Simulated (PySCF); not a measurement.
CH7ClGeSi, singlet, at a GFN2-xTB geometry; DF-HF/pcseg-0 (PySCF).

Here is a job for PySCF.
```python
from pyscf import gto, scf

mol = gto.Mole()
mol.atom = '''
    Si    1.27026558   -1.10706095    0.39862530
    Cl    2.01774873    0.74559244    0.64195805
    C    -0.19215995   -0.99177858   -0.80480739
    Ge   -1.49814740    0.39851085   -0.31249903
    H     0.82968375   -1.59469122    1.70439068
    H     2.32086337   -1.96099910   -0.15495181
    H    -0.70142445   -1.95404083   -0.84994746
    H     0.16854598   -0.78205852   -1.81226945
    H    -0.92116664    1.77059326   -0.39993966
    H    -2.00601202    0.19572489    1.07932128
    H    -2.68225981    0.34757733   -1.23183099
'''
mol.basis = 'pcseg-0'
mol.verbose = 4
mol.max_memory = 1800
mol.build()

mf = scf.RHF(mol)
mf = mf.density_fit(auxbasis='def2-universal-jkfit')
mf.kernel()
```

Problem. What does PySCF print? Leave out banner, timings and long lists.

Solution. 
```
PySCF version 2.14.0

[INPUT] verbose = 4
[INPUT] num. atoms = 11
[INPUT] num. electrons = 76
[INPUT] charge = 0
[INPUT] spin (= nelec alpha-beta = 2S) = 0
[INPUT] symmetry False subgroup None
[INPUT] Mole.unit = angstrom
[INPUT] Symbol           X                Y                Z      unit          X                Y                Z       unit  Magmom
[INPUT]  1 Si     1.270265580000  -1.107060950000   0.398625300000 AA    2.400454051662  -2.092041998701   0.753292643323 Bohr   0.0
[INPUT]  2 Cl     2.017748730000   0.745592440000   0.641958050000 AA    3.812992487889   1.408965512146   1.213124897960 Bohr   0.0
[INPUT]  3 C     -0.192159950000  -0.991778580000  -0.804807390000 AA   -0.363129677610  -1.874189892410  -1.520865550126 Bohr   0.0
[INPUT]  4 Ge    -1.498147400000   0.398510850000  -0.312499030000 AA   -2.831088280229   0.753076364168  -0.590537580892 Bohr   0.0
[INPUT]  5 H      0.829683750000  -1.594691220000   1.704390680000 AA    1.567875057502  -3.013529659049   3.220831594461 Bohr   0.0
[INPUT]  6 H      2.320863370000  -1.960999100000  -0.154951810000 AA    4.385796141835  -3.705751229519  -0.292816483406 Bohr   0.0
[INPUT]  7 H     -0.701424450000  -1.954040830000  -0.849947460000 AA   -1.325500107574  -3.692602004918  -1.606167919670 Bohr   0.0
[INPUT]  8 H      0.168545980000  -0.782058520000  -1.812269450000 AA    0.318505741596  -1.477876416183  -3.424692924416 Bohr   0.0
[INPUT]  9 H     -0.921166640000   1.770593260000  -0.399939660000 AA   -1.740752664686   3.345936339401  -0.755776423752 Bohr   0.0
[INPUT] 10 H     -2.006012020000   0.195724890000   1.079321280000 AA   -3.790813320386   0.369866437861   2.039621619615 Bohr   0.0
[INPUT] 11 H     -2.682259810000   0.347577330000  -1.231830990000 AA   -5.068736435828   0.656825960808  -2.327823202852 Bohr   0.0

nuclear repulsion = 417.001429663572
number of shells = 16
number of NR pGTOs = 145
number of NR cGTOs = 71
basis = pcseg-0
ecp = {}

******** <class 'pyscf.df.df_jk.DFRHF'> ********
method = DFRHF
initial guess = minao
damping factor = 0
level_shift factor = 0
DIIS = <class 'pyscf.scf.diis.CDIIS'>
diis_start_cycle = 1
diis_space = 8
diis_damp = 0
SCF conv_tol = 1e-09
SCF conv_tol_grad = None
SCF max_cycles = 50
direct_scf = False
Set gradient conv threshold to 3.16228e-05
Initial guess from minao.
******** <class 'pyscf.df.df.DF'> ********
auxbasis = def2-universal-jkfit
init E= -2861.04723622658
  HOMO = -0.312153643134842  LUMO = 0.091062754006074  gap/eV = 10.97208
cycle= 1 E= -2861.98744608761  delta_E= -0.94  |g|=  0.3  |ddm|= 3.12
  HOMO = -0.438263992398296  LUMO = 0.11522531352546  gap/eV = 15.06121
cycle= 2 E= -2862.02162431315  delta_E= -0.0342  |g|= 0.0913  |ddm|= 0.763
  HOMO = -0.431593816286771  LUMO = 0.138559542816304  gap/eV = 15.51466
cycle= 3 E= -2862.02404254395  delta_E= -0.00242  |g|= 0.0238  |ddm|= 0.164
  HOMO = -0.43440617448376  LUMO = 0.139113428246931  gap/eV = 15.60626
cycle= 4 E= -2862.02427089454  delta_E= -0.000228  |g|= 0.00571  |ddm|= 0.0541
  HOMO = -0.434248071673305  LUMO = 0.138952139243447  gap/eV = 15.59757
cycle= 5 E= -2862.02428150969  delta_E= -1.06e-05  |g|= 0.00121  |ddm|= 0.00981
  HOMO = -0.434625035844602  LUMO = 0.138787846519332  gap/eV = 15.60336
cycle= 6 E= -2862.02428224789  delta_E= -7.38e-07  |g|= 0.000298  |ddm|= 0.00365
  HOMO = -0.434569175815707  LUMO = 0.13883469212029  gap/eV = 15.60311
cycle= 7 E= -2862.02428230519  delta_E= -5.73e-08  |g|= 6.87e-05  |ddm|= 0.00119
  HOMO = -0.434570072419016  LUMO = 0.138840537500506  gap/eV = 15.60330
cycle= 8 E= -2862.02428230911  delta_E= -3.92e-09  |g|= 1.13e-05  |ddm|= 0.000367
  HOMO = -0.434569658943886  LUMO = 0.138840466144935  gap/eV = 15.60328
cycle= 9 E= -2862.02428230922  delta_E= -1.06e-10  |g|= 1.48e-06  |ddm|= 4.61e-05
  HOMO = -0.434569740651461  LUMO = 0.138840369463441  gap/eV = 15.60328
Extra cycle  E= -2862.02428230921  delta_E= 1.09e-11  |g|= 5.03e-07  |ddm|= 3.93e-06
converged SCF energy = -2862.02428230921
```
